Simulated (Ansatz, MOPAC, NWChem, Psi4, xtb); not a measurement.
# GaCl (SMILES [Cl][Ga]): the equilibrium bond length, rung by rung

GaCl, singlet, SMILES `[Cl][Ga]`. Each level relaxes the structure for itself.

Each level gives the equilibrium bond length (Å). The values are calculated.

```csv
level,kind,program,value (Å)
PM6-D3,semi-empirical,MOPAC,2.193
PM6-DH+,semi-empirical,MOPAC,2.193
PM7,semi-empirical,MOPAC,2.248
GFN2-xTB,semi-empirical,xtb,2.169
HF/STO-3G,Hartree–Fock,Ansatz,1.930
HF/STO-3G (density fitting with def2-universal-jkfit),Hartree–Fock,Psi4,1.929
HF/3-21G,Hartree–Fock,Ansatz,2.309
HF/6-31G* (Cartesian functions),Hartree–Fock,Ansatz,2.246
PBEsol/6-311+G**/LANL2DZ (core potential),GGA,NWChem,2.271
PBE/def2-SVP,GGA,Ansatz,2.234
```

All-electron rows without a relativistic Hamiltonian named are non-relativistic, while core potentials hold scalar relativity, so basis and relativity change together. The values span 1.929 to 2.309 Å. Without the sets that lack polarisation functions the rows with a basis span only 2.234 to 2.271 Å.
